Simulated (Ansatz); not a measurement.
Input for Ansatz (a first-principles code): R-CCSD(T)/aug-cc-pVTZ on BrGaH2 (SMILES [GaH2][Br]), atoms moved off the minimum. The run froze 28 orbitals, filled d shells among them.

Ansatz 0.2 input:
```yaml
crystal:
  periodic: [false, false, false]
  atoms:
    - {symbol: Ga, position_ang: [-0.58340570, -0.79924983, 0.27200120]}
    - {symbol: H, position_ang: [-0.15541442, -1.67892272, 1.30702702]}
    - {symbol: H, position_ang: [-1.95375150, -1.08410591, -0.68990429]}
    - {symbol: Br, position_ang: [0.50207710, 1.00113566, -0.22565251]}
basis:
  gaussian:
    orbitals: aug-cc-pVTZ
magnetization: {spin_polarized: false}
correlation: {method: ccsd_t, electrons: outside_noble_gas}
scf: {lower_state_search: off}
output: {forces: true}
```

The log:

```
WARN ansatz: RAYON_NUM_THREADS=1 ignored (pool sized by the plan → 1); use --threads N
Functional definition: HF
these checks for a lower state are left out or cut short: starts, cluster_reference, orbital_swaps, neighbouring_geometries, increment
integrals: 0.46 GiB planned
1000 factors; integrals over basis functions are off by at most 7.6e-4 eV
mean field: 0.57 GiB planned
mean field evaluation 1: about -122367.4478 eV, gradient 1.2e1 eV
mean field evaluation 2: about -122367.5162 eV, gradient 1.2e1 eV
mean field evaluation 4: about -122368.1030 eV, gradient 1.7e0 eV
mean field evaluation 8: about -122368.1144 eV, gradient 9.5e-2 eV
mean field -122368.11442300 eV, -4496.9452609582 hartree, gradient 2.9e-6 eV, S^2 0.000000; 0 other end points of the search recorded, 0 dependent functions left out
28 core orbitals not correlated
reference -122368.11442300 eV, -4496.9452609582 hartree; 6, 6 occupied and 130, 130 virtual orbitals, 1000 factors
too little memory for Intel AMX tiles; the run may be slower
densities: 1.44 GiB planned
second order -6.65754637 eV of doubles, -0.00000000 eV of singles
coupled cluster: 0.83 GiB planned
cycle   1  -7.21619866 eV  change   -5.6e-1 eV  update   5.7e-2
cycle   2  -7.42174680 eV  change   -2.1e-1 eV  update   1.8e-2
cycle   3  -7.44229362 eV  change   -2.1e-2 eV  update   6.7e-3
cycle   4  -7.43870003 eV  change    3.6e-3 eV  update   2.2e-3
cycle   5  -7.43845407 eV  change    2.5e-4 eV  update   7.4e-4
cycle   6  -7.43848215 eV  change   -2.8e-5 eV  update   2.4e-4
cycle   7  -7.43847840 eV  change    3.8e-6 eV  update   7.3e-5
cycle   8  -7.43849487 eV  change   -1.6e-5 eV  update   2.6e-5
cycle   9  -7.43849425 eV  change    6.2e-7 eV  update   8.2e-6
cycle  10  -7.43849114 eV  change    3.1e-6 eV  update   2.6e-6
perturbative correction -0.26396665 eV, -0.0097005954 hartree
the calculation of the forces begins
mean field evaluation 16: about -122368.1144 eV, gradient 2.9e-6 eV
Total energy: -122375.81688078 eV, -4497.2283210609 hartree
Atom 0 at    -0.583406    -0.799250     0.272001 Å, force    -3.393233    -0.711215    -2.370696 eV/Å
Atom 1 at    -0.155414    -1.678923     1.307027 Å, force     0.959281    -1.786175     2.209636 eV/Å
Atom 2 at    -1.953752    -1.084106    -0.689904 Å, force     1.011144     0.210392     0.736347 eV/Å
Atom 3 at     0.502077     1.001136    -0.225653 Å, force     1.422808     2.286998    -0.575287 eV/Å
Dipole moment:    -0.028194    -0.190439     0.136827 e Å
Checks for a lower state left out: starts, cluster_reference, orbital_swaps, neighbouring_geometries, increment
```

The run converged.

Cost: very roughly 60 core-seconds.
